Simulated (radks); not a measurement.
Values are calculated unless marked as measured or tabulated.
Coulomb parameter of the 4f shell of the samarium ion Sm2+ in the model configuration [Xe] 4f5 6s1, as a second difference U = [E(n + 0.5) + E(n - 0.5) - 2 E(n)] / (0.5)^2 with all orbitals relaxed. "Bare": the charge of the atom changes with n. "Screened": the 6s shell takes up the change at fixed total charge, which measures U(4f,4f) + U(6s,6s) - 2 U(4f,6s). Level of theory: scalar-relativistic Kohn-Sham, r2SCAN, spin-unpolarised, spherical densities, finite nucleus; meta-GGA in the generalised Kohn-Sham scheme; Fermi nuclear charge, rms radius 5.0819 fm (a radial shooting solver on a logarithmic mesh with Libxc functionals).

\begin{tabular}{lrr}
case & configuration & E - E(n) (eV) \\ \hline
start & [Xe] 4f5 6s1 & 0.000 \\
bare +0.5 & [Xe] 4f5.5 6s1 & -9.844 \\
bare -0.5 & [Xe] 4f4.5 6s1 & 14.132 \\
screened +0.5 & [Xe] 4f5.5 6s0.5 & -3.339 \\
screened -0.5 & [Xe] 4f4.5 6s1.5 & 5.074 \\
\end{tabular}

U(bare) = 17.153 eV, U(screened by 6s) = 6.938 eV, against the Slater integral F0(4f,4f) = 27.843 eV with frozen orbitals.
